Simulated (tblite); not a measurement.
Compound: C4H10NOSi2 (doublet state).
Atom-mapped SMILES: `[CH2:1]=[CH:2][O:3][C:4](=[CH2:5])[N:6]([SiH2:7])[SiH3:8]` (hydrogens: H9, H10 on C1; H11 on C2; H12, H13 on C5; H14, H15 on Si7; H16, H17, H18 on Si8)
Bond orders are those of one Lewis drawing.

Computed with GFN2-xTB (tblite), gas phase: L-BFGS steps from a force-field or distance-geometry start until the largest atomic force falls under 0.01 eV/Å.

Step 89: E = -654.6208 eV
```
atom  x, y, z in Å  |  force x, y, z in eV/Å
C1      2.9146    0.7698   -1.4385    0.016  -0.054  -0.100
C2      2.0258    0.1345   -0.6940    0.006  -0.045  -0.004
O3      0.6861    0.2777   -0.8667    0.013  -0.021   0.009
C4     -0.1619   -0.6250   -0.2651    0.002   0.001   0.001
C5      0.1560   -1.8978   -0.0383   -0.044  -0.004   0.004
N6     -1.3680   -0.0192   -0.0034   -0.020   0.021  -0.012
Si7    -2.4147   -0.5363    1.2864    0.054   0.006   0.077
Si8    -1.6071    1.5248   -0.8047    0.033  -0.009  -0.079
H9      2.6204    1.4037   -2.2555   -0.030   0.025   0.032
H10     3.9659    0.6401   -1.2630   -0.025   0.048   0.043
H11     2.3171   -0.5235    0.1179    0.021   0.021   0.016
H12    -0.5507   -2.5593    0.4194    0.021  -0.031  -0.002
H13     1.0904   -2.3259   -0.3505    0.007   0.079   0.035
H14    -2.6030   -1.9817    1.3105   -0.048  -0.009  -0.032
H15    -1.9238   -0.0057    2.5619   -0.032  -0.028  -0.054
H16    -3.0627    1.6849   -0.7350    0.044   0.012   0.028
H17    -1.1607    1.4540   -2.1933   -0.051  -0.003   0.044
H18    -0.9323    2.5913   -0.0646    0.035  -0.010  -0.006
```

Step 90: E = -654.6229 eV
```
atom  x, y, z in Å  |  force x, y, z in eV/Å
C1      2.9149    0.7691   -1.4472    0.007  -0.071  -0.044
C2      2.0264    0.1308   -0.7048   -0.012  -0.039   0.023
O3      0.6861    0.2665   -0.8805    0.016   0.004  -0.016
C4     -0.1601   -0.6285   -0.2656   -0.024   0.051  -0.014
C5      0.1581   -1.8978   -0.0262   -0.024  -0.038   0.018
N6     -1.3649   -0.0192   -0.0052   -0.023   0.046  -0.031
Si7    -2.4183   -0.5431    1.2761    0.032  -0.006   0.087
Si8    -1.6047    1.5309   -0.7988    0.048  -0.053  -0.064
H9      2.6197    1.3979   -2.2654   -0.034   0.055  -0.012
H10     3.9656    0.6519   -1.2598   -0.022   0.034   0.024
H11     2.3157   -0.5217    0.1116    0.043   0.013   0.024
H12    -0.5431   -2.5572    0.4403   -0.021  -0.042   0.021
H13     1.0922   -2.3284   -0.3314    0.050   0.071   0.005
H14    -2.6108   -1.9893    1.2992   -0.038   0.019  -0.035
H15    -1.9361   -0.0095    2.5535   -0.032  -0.035  -0.051
H16    -3.0598    1.6912   -0.7300    0.036   0.013   0.039
H17    -1.1637    1.4712   -2.1885   -0.036  -0.010   0.029
H18    -0.9260    2.5915   -0.0539    0.034  -0.011  -0.002
```

Step 91: E = -654.6253 eV
```
atom  x, y, z in Å  |  force x, y, z in eV/Å
C1      2.9145    0.7660   -1.4620   -0.010  -0.060   0.013
C2      2.0263    0.1264   -0.7199   -0.022  -0.030   0.047
O3      0.6855    0.2509   -0.9023    0.012  -0.008  -0.010
C4     -0.1589   -0.6330   -0.2674   -0.016   0.012  -0.005
C5      0.1608   -1.8987   -0.0070   -0.004   0.035   0.001
N6     -1.3611   -0.0192   -0.0077   -0.032   0.046  -0.032
Si7    -2.4253   -0.5527    1.2627    0.019  -0.012   0.044
Si8    -1.5992    1.5375   -0.7911    0.073  -0.068  -0.041
H9      2.6185    1.3905   -2.2824   -0.036   0.057  -0.041
H10     3.9642    0.6676   -1.2594   -0.022   0.013   0.003
H11     2.3155   -0.5157    0.1052    0.047   0.015   0.011
H12    -0.5332   -2.5538    0.4740   -0.049  -0.043   0.037
H13     1.0967   -2.3298   -0.3041    0.070   0.055  -0.019
H14    -2.6223   -1.9996    1.2780   -0.026   0.048  -0.032
H15    -1.9590   -0.0142    2.5421   -0.022  -0.040  -0.031
H16    -3.0533    1.6970   -0.7189    0.020   0.018   0.039
H17    -1.1607    1.4982   -2.1819   -0.030  -0.020   0.025
H18    -0.9177    2.5890   -0.0344    0.029  -0.020  -0.009
```

**Question.** Estimate the geometry and energy of step 92. (The exact step hangs on the optimiser's Hessian estimate; all steps are aligned on step 91, rigid shifts and turns removed.)

**Answer.** E = -654.6273 eV, largest force 0.090 eV/Å
```
atom  x, y, z in Å  |  force x, y, z in eV/Å
C1      2.9130    0.7623   -1.4698   -0.042  -0.026   0.055
C2      2.0265    0.1219   -0.7252    0.005  -0.003   0.040
O3      0.6859    0.2403   -0.9104    0.012   0.039  -0.038
C4     -0.1592   -0.6361   -0.2683   -0.040   0.058   0.000
C5      0.1599   -1.8991   -0.0011    0.044  -0.031   0.033
N6     -1.3596   -0.0189   -0.0088   -0.023   0.018  -0.036
Si7    -2.4256   -0.5580    1.2585   -0.019  -0.011  -0.014
Si8    -1.5944    1.5385   -0.7902    0.060  -0.048  -0.003
H9      2.6150    1.3881   -2.2889   -0.040   0.031  -0.045
H10     3.9624    0.6812   -1.2591   -0.015  -0.015  -0.004
H11     2.3171   -0.5130    0.1052    0.050   0.014  -0.001
H12    -0.5310   -2.5529    0.4851   -0.058  -0.053   0.044
H13     1.1017   -2.3254   -0.2863    0.057   0.036  -0.036
H14    -2.6331   -2.0036    1.2651   -0.013   0.057  -0.026
H15    -1.9678   -0.0160    2.5362   -0.001  -0.036   0.012
H16    -3.0470    1.7003   -0.7050    0.005   0.021   0.027
H17    -1.1623    1.5098   -2.1815   -0.019  -0.034  -0.002
H18    -0.9100    2.5870   -0.0320    0.038  -0.018  -0.007
```

The energy changes by -0.0020 eV. The first-order estimate −F·Δx gives -0.0031 eV and the mean of the old and new forces, exact on a quadratic surface, -0.0020 eV. The step makes an angle of 74° with the force vector and moves no atom by more than 0.019 Å.

The cost below is that of the whole relaxation. On one thread, Arm Neoverse V1 (aarch64), shared host, this took 1.5 s.
